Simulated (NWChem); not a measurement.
# C₆H₉O, doublet; SMILES C1C(=O)C[CH]CC1

```xyz
16

O     -0.5086    -2.3083    -0.1845
C     -0.2408    -1.1402    -0.3168
C      1.1968    -0.6391    -0.2961
C      1.3611     0.6927     0.3503
C      0.3117     1.7330     0.1701
C     -1.0919     1.1478     0.3398
C     -1.2956    -0.0789    -0.5494
H      1.8271    -1.4193     0.1562
H      1.4991    -0.5931    -1.3691
H      2.3338     0.9580     0.7729
H      0.4692     2.5688     0.8698
H      0.3847     2.1782    -0.8477
H     -1.2388     0.8587     1.3943
H     -1.8568     1.9069     0.1119
H     -2.2817    -0.5439    -0.4094
H     -1.2192     0.2237    -1.6112
```
Atoms are numbered in this order, from 1.

Program: NWChem. Pople sets run with spherical d functions. Spin-unrestricted. The geometry was optimised at PBE0/def2-SVP, spin-unrestricted. No frequency run checked for a minimum. No stability test was run on the SCF state. Level: M05-2X/6-31G* with SMD (1 M gas to 1 M solution), gas-phase geometry. Reactions with the solvent are ignored.

```tsv
solvent	dielectric constant	solvation free energy (kcal/mol)	cavity-dispersion-structure term (kcal/mol)	dipole in solution (D)
water	78.4	-4.3	3.3	4.30
2-propanol	19.3	-7.6	-1.2	4.09
dichloromethane	8.93	-7.6	-3.1	3.78
chloroform	4.71	-7.1	-3.0	3.72
diethyl ether	4.24	-7.4	-4.0	3.61
dimethyl sulfoxide	46.8	-6.5	-2.1	3.79
```
